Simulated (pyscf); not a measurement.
Single points on ωB97X-D3(BJ)/def2-SVP structures (PySCF, gas phase). MP2 and CC: frozen core, UHF for open shells. ΔMP2 is the change of the MP2 total energy from the triple- to the quadruple-zeta basis. Singlets are restricted, triplets unrestricted.

Singlet (Å):
```xyz
7

O      1.2042     1.4329    -1.2386
P      0.6913     1.2585     0.3296
O     -0.9611     1.2039     0.1294
Si    -2.0135     0.0821    -0.5350
H      1.4482     2.3519    -1.4047
H      0.9068    -0.1566     0.3528
H     -1.0039    -1.0870    -0.6226
```

Triplet (Å):
```xyz
7

O     -1.7792     0.6472     1.0189
P     -2.4507    -0.4656    -0.0145
O     -1.2020    -0.7805    -1.0673
Si     0.4313    -1.0367    -0.7504
H     -2.0547     1.5383     0.7692
H     -2.2327    -1.5625     0.8768
H      1.3020     0.1846    -0.7250
```

Problem. For these two minima of HO–PH–O–SiH:, which spin state lies lower at CCSD(T)/def2-TZVPP + ΔMP2(QZVPP), and by how much (electronic energies)?

Solution. The singlet, by 164.2 kJ/mol. Zero-point energy shifts E(triplet) − E(singlet) by -1.3 kJ/mol. Other isomers of HO–PH–O–SiH: [singlet] were not searched in full and may lie lower. 

E(triplet) − E(singlet) by level (kJ/mol):

```csv
level,gap
ωB97X-D3(BJ)/def2-TZVP,+166.2
PBE/def2-TZVP,+141.6
r²SCAN/def2-TZVP,+120.7
B3LYP-D3(BJ)/def2-TZVP,+159.6
PBE0-D3(BJ)/def2-TZVP,+138.5
M06-2X/def2-TZVP,+152.8
ωB97M-D3(BJ)/def2-TZVP,+183.0
HF/def2-TZVP,+88.8
MP2/def2-QZVPP,+153.2
CCSD/def2-TZVPP,+158.3
CCSD(T)/def2-TZVPP,+160.8
CCSD(T)/def2-TZVPP + ΔMP2(QZVPP),+164.2
```

The triplet is the lowest one reached from the SCF start used. The CCSD(T) − MP2 part came from Ansatz, without density fitting, on the same reference.
